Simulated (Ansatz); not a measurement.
Compare A (`O/C=N/[CH2][AlH2]`) with its isomer B (`[NH2][Al]1[CH2]C[O]1`).

Program: Ansatz. Geometries: PBE0-D4/def2-TZVP. ΔE: electronic, gas phase. CCSD(T)/CBS is the MP2 limit (def2-TZVPP, def2-QZVPP) plus CCSD(T) − MP2 in def2-TZVPP, frozen cores. Functionals use def2-TZVPP. Each species was taken in one conformer, which may not be the lowest.

(1) Which is lower in electronic energy at CCSD(T)/CBS, and by how much? (Best estimate.)

(2) Give E(B) − E(A) in kJ/mol with B2PLYP, HF/def2-TZVPP, r2SCAN-D4, PBE-D4, PBE0-D4, MP2/def2-TZVPP, CCSD(T)/def2-TZVPP. (Best estimate.)

Largest T1 diagnostic: 0.013.

Results:

(1) Computed: B, by 287.3 kJ/mol.

(2) The calculation gave: B2PLYP -277.4, HF/def2-TZVPP -258.1, r2SCAN-D4 -281.7, PBE-D4 -262.2, PBE0-D4 -275.6, MP2/def2-TZVPP -296.6, CCSD(T)/def2-TZVPP -280.9. None reverses the order clearly.

From PBE to PBE0 (25 % exact exchange), in def2-TZVPP and without D4, E(B) − E(A) moves by −13.5 kJ/mol. In def2-TZVPP, CCSD(T) changes the Hartree–Fock value by −22.8 kJ/mol (the triples alone add +2.0 kJ/mol) and MP2 by −38.5 kJ/mol.
